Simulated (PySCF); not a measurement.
Redox energetics: bromoform

System: bromoform, `BrC(Br)Br` (CHBr3). Coordinates in Å; atoms count from 1 in this order:
```
Br    0.8814    1.6187   -0.4552
C     0.0044    0.0007    0.1116
Br    0.9584   -1.5703   -0.4623
Br   -1.8415   -0.0421   -0.4329
H     0.0151   -0.0013    1.2049
```

Level of theory: ωB97X-D3(BJ)/ma-def2-TZVP single points in PySCF, grid level 2; every species was optimised with PBE0-D3(BJ)/ma-def2-SVP. The prefix ma- adds one diffuse s and one diffuse p function on all atoms but H. ωB97X-D3(BJ) is ωB97X-V with D3(BJ) in place of VV10. Thermal corrections: PBE0-D3(BJ)/ma-def2-SVP frequencies, unscaled, ideal gas at 298.15 K and 1 bar, quasi-RRHO entropy.

Frontier levels of the parent: HOMO -10.57 eV, LUMO 0.13 eV.

Oxidation to the radical cation:
```
Vertical ionisation energy (electronic)              : 10.67 eV
Adiabatic ionisation energy (with zero-point energy) : 10.55 eV
Adiabatic, electronic part                           : 10.56 eV
Vertical gap at the product's structure              : 10.54 eV
Inner reorganisation energy (four-point)             : 122 meV
Relaxation of product / of parent                    : 103 / 19 meV
⟨S²⟩ of the product                                  : 0.757
Largest spin populations                             : Br4 0.34, Br1 0.34, Br3 0.34
Largest changes of atomic charge                     : Br1 0.33, Br3 0.33, Br4 0.33
Distances that move most (Å)                         : Br1–C2 1.926 → 1.908; C2–Br3 1.925 → 1.908; C2–Br4 1.925 → 1.908
Potential in DMF                                     : 8.26 V absolute, 3.72 V against Fc+/Fc computed at 4.54 V (solvation -12 → -229 kJ/mol)
```

Vertical electron affinity to the radical anion: 0.06 eV. The product does not keep its bonds on relaxation, so no adiabatic value is given.

Solvents are IEF-PCM continua (electrostatics only, gas-phase structures); absolute potentials refer to an electron at rest in vacuum. Fc+/Fc in DMF, 4.54 V, is ωB97X-D3(BJ)/ma-def2-TZVP on PBE0-D3(BJ)/def2-SVP structures with GFN2-xTB thermal terms. Benchmark calculations put it near 5.0 V in acetonitrile and DMSO, so it is about 0.5 V low, and the value against it can read up to that much too high.

Measured values (NIST Chemistry WebBook, evaluated or the median of agreeing entries): adiabatic ionisation energy 10.50 eV (computed 10.55, difference 0.05).

Known limits: spin-orbit coupling is left out of the energies, which matters for open shells on the heavier atoms; atoms from Ga to Kr are treated without relativity; the split of the reorganisation energy is sensitive to the structures, which come from another level (PBE0-D3(BJ)/ma-def2-SVP).

Structures, frequencies and single points took 17 min of wall time on 1 thread of Intel Xeon Platinum 8559C (shared host), launched as `OMP_NUM_THREADS=1 python redox_run.py task.json out`.
